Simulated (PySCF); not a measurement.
SCF from a fresh guess for singlet TiH4, at the PBE0 minimum. PySCF input:

```python
from pyscf import gto, scf, dft
mol = gto.M(atom='''
Ti    -0.000000    -0.000000    -0.000000
H     -0.977680    -0.977680     0.977680
H     -0.977680     0.977680    -0.977680
H      0.977680     0.977680     0.977680
H      0.977680    -0.977680    -0.977680''',
    basis={'Ti': 'def2-TZVP', 'H': 'def2-TZVP'},
    charge=0, spin=0)
mf = dft.RKS(mol, xc='PBE0')
mf.grids.atom_grid = (50, 194)
aux = {'Ti': 'def2-universal-JKFIT', 'H': 'def2-universal-JKFIT'}
mf = mf.density_fit(auxbasis=aux)
mf.conv_tol = 1e-08
mf.diis_space = 10
mf.max_cycle = 60
mf.init_guess = 'minao'
mf.verbose = 4
mf.kernel()
```

Excerpt of the output (cycles and frontier levels):

```
init E= -851.047030446868
  HOMO = -0.326375166725102  LUMO = -0.152272825410177  gap/eV = 4.73757
cycle= 1 E= -851.443840296492  delta_E= -0.397  |g|= 0.538  |ddm|= 1.77
  HOMO = -0.386343745328699  LUMO = -0.300594041319049  gap/eV = 2.33337
cycle= 2 E= -850.526172291638  delta_E= 0.918  |g|=  2.3  |ddm|=  1.3
  HOMO = -0.32644871473377  LUMO = -0.12606747922544  gap/eV = 5.45265
cycle= 3 E= -851.512839837459  delta_E= -0.987  |g|= 0.199  |ddm|= 0.944
  HOMO = -0.322660428975735  LUMO = -0.103289634739998  gap/eV = 5.96938
cycle= 4 E= -851.522109029339  delta_E= -0.00927  |g|= 0.00407  |ddm|= 0.136
  HOMO = -0.324795279528346  LUMO = -0.105757582202006  gap/eV = 5.96032
cycle= 5 E= -851.522113261479  delta_E= -4.23e-06  |g|= 0.00414  |ddm|= 0.00792
  HOMO = -0.324275627475923  LUMO = -0.104935519185478  gap/eV = 5.96855
cycle= 6 E= -851.522117491937  delta_E= -4.23e-06  |g|= 6.47e-05  |ddm|= 0.00408
  HOMO = -0.324310186379887  LUMO = -0.104967799802355  gap/eV = 5.96861
cycle= 7 E= -851.522117493481  delta_E= -1.54e-09  |g|= 2.57e-05  |ddm|= 0.000104
  HOMO = -0.324304857154988  LUMO = -0.104956326266315  gap/eV = 5.96878
Extra cycle  E= -851.522117492839  delta_E= 6.42e-10  |g|= 5.87e-05  |ddm|= 6.2e-05
converged SCF energy = -851.522117492839
```

No lower solution of this spin was found by a stability analysis within the restricted form, which does not test spin polarisation.

Stability towards spin polarisation was not tested.

The search for the lowest solution, with the stability check, took 1.9 s on 2 threads of a shared Arm Neoverse V1 host, with 69 basis functions; the process peaked at 0.31 GiB. Launch command: `OMP_NUM_THREADS=2 python axn.py task.json out`.
